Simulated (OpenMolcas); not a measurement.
Pd2+ with its 6 nearest chloride ions at 2.69 Å, on the Na site of NaCl (a = 5.64056 Å, distance in the model lattice 2.820 Å). The rest of the host is ab initio model potentials to 7.6 Å, with orthogonalisation functions on the cations behind the ligands, and point charges beyond; the distance is set by hand and nothing relaxes, and no local charge compensation is placed. Ligand basis ANO-RCC-VDZP.
```
Pd    0.0000    0.0000    0.0000
Cl    2.6900    0.0000    0.0000
Cl    0.0000    2.6900    0.0000
Cl   -2.6900    0.0000    0.0000
Cl    0.0000   -2.6900    0.0000
Cl    0.0000    0.0000    2.6900
Cl    0.0000    0.0000   -2.6900
```

```yaml
Program: OpenMolcas 26.06
Method: CASSCF
Basis: ANO-RCC-VTZP [7s6p4d2f1g]
Scalar_Hamiltonian: DKH2, point nucleus
Active_space: 8 electrons in 5 orbitals (4d)
State_averaging: 2S+1 = 3 even, 10 roots; 2S+1 = 1 even, 15 roots
Spin-orbit_coupling: state interaction with AMFI integrals over the reference wave functions
```

(1) What is the spin-free ground state (labels of O, the rotations of Oh)?

(2) Where is the first state of the same spin?

(3) What are the lowest two levels with spin-orbit coupling?

(4) What is χT at 300 K, and how does it compare with the textbook value?

Answers

(1) 3A2, 1-fold in its orbital part; it has the highest spin that d8 allows.

(2) 3T2 at 7100 cm-1 above the ground state.

(3) A 3-fold level T2, then a 2-fold level E 6309 cm-1 above it. Their leading multiplicities are 3 (100 %) and 3 (97 %).

(4) The lowest level has 2S+1 = 3, for which the spin-only value is χT = S(S+1) / 2 = 1.000 cm3 K/mol (g = 2). The computed 1.684 at 300 K differs by +0.684, through orbital momentum, spin-orbit coupling and any other state in reach.

Without dynamic correlation the repulsion within the d shell is too large (B by tens of per cent), so at a given field states of lower spin stand too high. Real 4d8 and 5d8 ions are as a rule square planar and diamagnetic. With metal d orbitals alone the field can be off either way by tens of per cent. Ligand-to-metal charge-transfer states are missing. With no ligand orbital active B as a rule stays too high, so bands that hang on it stand too high and its fall with covalency is understated. No measured value stands beside these numbers; the geometry was set by hand and not optimised.
